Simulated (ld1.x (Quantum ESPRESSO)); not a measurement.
Results of a calculation; reference values are marked as such.
# Hardness and transferability of assorted potentials

Generated with ld1.x 7.5 (TM, RRKJ, ultrasoft, PAW), atompaw 4.2 or ONCVPSP 4.0.1. The cutoff is in Ry: for ld1.x and atompaw files where the sum of valence levels is converged to 10 mRy in a Bessel basis, for ONCV files where the hardest occupied wave has 1 mHa per electron of residual kinetic energy. The error is the largest all-electron minus pseudo excitation energy over each file’s own four to seven test configurations (ionisations up to +4, promotions, holes and added fractions of an electron), all of which were solved. The labels leave out finer settings (local radius, basis sizes, second energies), which also bear on the numbers. Spin-polarised tests are not counted. The rows are a selection from randomly drawn settings: files with unsolved tests, undetermined cutoffs or missed reference levels are left out.

A true bound ghost makes a file unfit for plane-wave use even where its test errors are small: the radial tests pick states by their node count and pass the ghost by.

```csv
element,potential,cutoff (Ry),largest error (meV),bound ghosts
S,"TM, LDA (PZ), scalar-relativistic, rc 1.05/1.25 (sp), local p, core correction yes, reference 3s2 3p3",100,+162,none
Cl,"TM, PBEsol, non-relativistic, rc 1.00/1.50/1.50 (spd), local d, core correction yes, reference 3s2 3p5",110,+352,none
Tc,"TM, PBE, scalar-relativistic, rc 2.80/3.45/1.35 (spd), local p, core correction no, reference 4d5.5 5s1.5 5p0",50,-261,none
Hg,"PAW, LDA (PZ), scalar-relativistic, rc 2.05/3.40/2.15 (spd), local smoothed, core correction yes, reference 5d10 6s2 6p0",25,-380,none
Pb,"RRKJ, PBE, fully relativistic, rc 1.60/2.00 (sp), local s, core correction yes, reference 6s2 6p2",45,-613,none
```

(1) Fill in the row for Kr: PAW, LDA (PZ), scalar-relativistic, rc 1.20/1.45 (sp), local smoothed, core correction yes, reference 4s2 4p4.

(2) Fill in the row for Au: TM, PBE, scalar-relativistic, rc 2.00/3.00/1.65 (spd), local s, core correction yes, reference 5d10 6s0.5 6p0.5.

Results:

(1) cutoff 30 Ry, largest error -92 meV, bound ghosts: d.

(2) cutoff 45 Ry, largest error -366 meV, bound ghosts: none.
